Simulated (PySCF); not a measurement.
Ligands exchanged one at a time, Si C2H5-SH. Gas-phase values, no solvent. One relaxed conformer stands for each flexible species; it need not be the lowest. Strings in code marks are SMILES. All members: neutral, multiplicity 1. Level: B3LYP-D3(BJ)/def2-TZVP // PBE0-D4/def2-SVP (PySCF). B3LYP has the VWN-RPA correlation part, as in Gaussian. Delta-SCF ions had no search for a lower state.  The removal energy is E(N − 1 electrons) − E(N electrons) at the parent's geometry; ε(HOMO) is measured against the vacuum level.

```tsv
species	−ε(HOMO) (eV)	vertical ionisation energy (Delta-SCF) (eV)
`CC[Si](S)(CC)CC`	6.76	8.82
`CC[Si](S)(S)CC`	6.79	8.75
`CC[Si](S)(S)S`	7.10	9.04
`S[Si](S)(S)S`	7.21	withheld
`CC[Si](CC)(CC)CC`	7.46	9.20
```

Question: Fit vertical ionisation energy (Delta-SCF) = a + b·x to the 4 complete rows by least squares, with x = −ε(HOMO) in eV. Give a, b and the rms residual, and predict the withheld value.

Answer: Means of the 4 rows: x̄ = 7.0275, ȳ = 8.9525 eV. Σ(x − x̄)² = 0.32027 and Σ(x − x̄)(y − ȳ) = 0.19692, so b = 0.615 and a = ȳ − b·x̄ = 4.631 eV. The rms residual is 0.040 eV. At x = 7.21 the line gives 9.07 eV. The run for `S[Si](S)(S)S` gave 9.10 eV, so the line is off by 0.03 eV, within twice the rms residual.

Codes: PySCF.
